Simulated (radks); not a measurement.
Values are calculated unless marked as measured or tabulated.
Q: Species: Sc2+. Configuration: [Ne] 3s2 3p5 3d1 4s1 (not the ground configuration). Level of theory: scalar-relativistic Kohn-Sham, B86b exchange with PBE correlation, spin-polarised, spherical densities, finite nucleus; open shells are filled with parallel spins first; Fermi nuclear charge, rms radius 3.5459 fm (a radial shooting solver on a logarithmic mesh with Libxc functionals). Some entries of the table are withheld. Estimate them.

| orbital | occ. | eigenvalue (eV) | <r> (bohr) | r(max) (bohr) |
|---|---|---|---|---|
| 1s up | 1 | -4425.357 | 0.07303 | 0.04780 |
| 1s down | 1 | -4424.978 | 0.07303 | 0.04779 |
| 2s up | 1 | -500.0865 | 0.3433 | 0.2834 |
| 2s down | 1 | -499.4566 | 0.3431 | 0.2834 |
| 2p up | 3 | -414.1779 | 0.3074 | 0.2321 |
| 2p down | 3 | -413.4867 | 0.3072 | 0.2321 |
| 3s up | 1 | -79.0202 | 1.054 | (1) |
| 3s down | 1 | -76.2932 | 1.056 | (2) |
| 3p up | 3 | -57.1743 | (3) | (4) |
| 3p down | 2 | -54.5095 | (5) | (6) |
| 3d up | 1 | -24.8854 | 1.384 | 1.007 |
| 3d down | 0 | -22.4218 | 1.396 | 1.010 |
| 4s up | 1 | -18.9759 | 2.874 | 2.591 |

A: 
(1) 3s up r(max) (bohr): 0.9185
(2) 3s down r(max) (bohr): 0.9192
(3) 3p up <r> (bohr): 1.128
(4) 3p up r(max) (bohr): 0.9536
(5) 3p down <r> (bohr): 1.132
(6) 3p down r(max) (bohr): 0.9548
